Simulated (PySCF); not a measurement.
A side-by-side comparison of computed properties.

First species: Si(CN)2Cl2, C2Cl2N2Si.
Structure used (PBE0-D3(BJ)/def2-SVP), in Å, numbered top down from 1:
```xyz
7
C2Cl2N2Si angstrom
Si    -0.3790   -0.0044   -0.3013
C     -0.4051   -0.0503    1.5353
N     -0.4230   -0.0752    2.6940
C      1.3771   -0.0096   -0.8393
N      2.4833   -0.0085   -1.1851
Cl    -1.2645    1.7032   -0.9413
Cl    -1.2968   -1.6572   -1.0309
```

Second species: C₄H₁₄N₂Si.
Structure used (PBE0-D3(BJ)/def2-SVP), in Å, numbered top down from 1:
```xyz
21
C4H14N2Si angstrom
C     -0.9811   -1.4406   -1.0191
C     -1.1504   -0.1444   -0.2445
C     -1.7297   -0.3943    1.1471
N      0.1127    0.5990   -0.2311
C      0.0007    1.9904    0.1305
N      1.1323   -0.0545    0.4594
Si     2.6127   -0.2971   -0.4132
H     -0.2583   -2.0965   -0.5099
H     -1.9381   -1.9773   -1.0994
H     -0.6036   -1.2372   -2.0317
H     -1.8526    0.5003   -0.8017
H     -1.8728    0.5407    1.7107
H     -2.7096   -0.8899    1.0765
H     -1.0681   -1.0543    1.7307
H     -0.2618    2.1534    1.1993
H     -0.7694    2.4776   -0.4866
H      0.9602    2.4948   -0.0582
H      1.0993    0.0159    1.4781
H      3.5826   -0.8859    0.5620
H      2.4077   -1.2321   -1.5588
H      3.1972    0.9702   -0.9636
```

Levels: PBE0/def2-SVPD for dipole moment, HOMO energy, LUMO energy, HOMO–LUMO gap, static isotropic polarisability and electronic spatial extent ⟨r²⟩ about the centre of nuclear charge; TDDFT PBE0/def2-SVPD for lowest singlet excitation; TDA PBE0/def2-SVPD for lowest triplet excitation (Tamm–Dancoff); ΔSCF PBE0/def2-SVPD for vertical ionisation energy; PBE0-D3(BJ)/def2-SVP for rotational constant A and rotational constant C. Geometries: PBE0-D3(BJ)/def2-SVP. All species are isolated and taken at one optimised geometry, non-relativistic unless stated; the electronic structure was computed with PySCF and density fitting.

Dipoles, sizes and rotational constants follow the conformer. The torsions of the flexible species, by atom-mapped SMILES:
- `[CH3:1][CH:2]([CH3:3])[N:4]([CH3:5])[NH:6][SiH3:7]`: C1–C2–N4–C5 163°, C2–N4–N6–Si7 126°

(1) Which of the two has the higher S1 energy, and by how much?

(2) Which of the two has the higher HOMO–LUMO gap, and by how much?

(3) Which has the higher vertical ionisation energy?

(4) Which has the higher static isotropic polarisability?

(5) Which has the higher HOMO energy?

(6) Which has the higher T1 energy?

(7) Which has the higher rotational constant C?

(8) Which of the two has the higher LUMO energy, and by how much?

## Answers

(1) The first: 6.46 eV against 5.64 eV, a difference of 0.82 eV.

(2) The first: 8.03 eV against 6.76 eV, a difference of 1.27 eV.

(3) The first: 12.39 eV against 8.22 eV, a difference of 4.17 eV.

(4) The second: 95.6 au against 78.4 au, a difference of 17.2 au.

(5) The second: -6.39 eV against -10.47 eV, a difference of 4.08 eV.

(6) The second: 5.45 eV against 5.37 eV, a difference of 0.08 eV.

(7) The first: 1.198 GHz against 1.162 GHz, a difference of 0.036 GHz.

(8) The second: 0.37 eV against -2.44 eV, a difference of 2.81 eV.

On the first: The 10 singlets span 6.46 to 7.24 eV, and their oscillator strengths add up to 0.07. A dipole of 2.66 D is allowed in C2v, and pure rotational transitions are dipole-allowed.

On the second: The vertical singlet–triplet gap S1 − T1 is 0.19 eV (TDDFT singlet less Tamm–Dancoff triplet; S1: HOMO→LUMO, weight 0.98; T1: HOMO→LUMO, weight 0.94).
